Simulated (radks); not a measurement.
Values are calculated unless marked as measured or tabulated.
Valence configurations of neutral selenium (all share [Ar]). Level of theory: scalar-relativistic Kohn-Sham, PBE, spin-unpolarised, spherical densities, point nucleus (a radial shooting solver on a logarithmic mesh with Libxc functionals). Energies are relative to 3d10 4s2 4p4; eigenvalues in eV.

\begin{tabular}{lrrrr}
valence & E (eV) & e(3d) & e(4p) & e(4s) \\ \hline
3d10 4s2 4p4 & 0.000 & -53.125 & -6.511 & -17.287 \\
3d9 4s2 4p5 & 51.672 & -64.641 & -7.795 & -19.526 \\
3d10 4s1 4p5 & 10.882 & -54.716 & -7.128 & -18.113 \\
3d10 4s1.5 4p4.5 & 5.415 & -53.930 & -6.825 & -17.708 \\
3d9.5 4s2 4p4.5 & 24.557 & -58.817 & -7.153 & -18.417 \\
3d9 4s1 4p6 & 63.494 & -66.123 & -8.371 & -20.281 \\
3d10 4p6 & 21.964 & -56.237 & -7.706 & - \\
3d8 4s2 4p6 & 113.83 & -76.669 & -9.078 & -21.696 \\
\end{tabular}

NIST lists [Ar] 3d10 4s2 4p4 as the ground configuration; this level of theory agrees among the configurations tried. The energies are those of spherical spin-averaged densities, not of single terms.
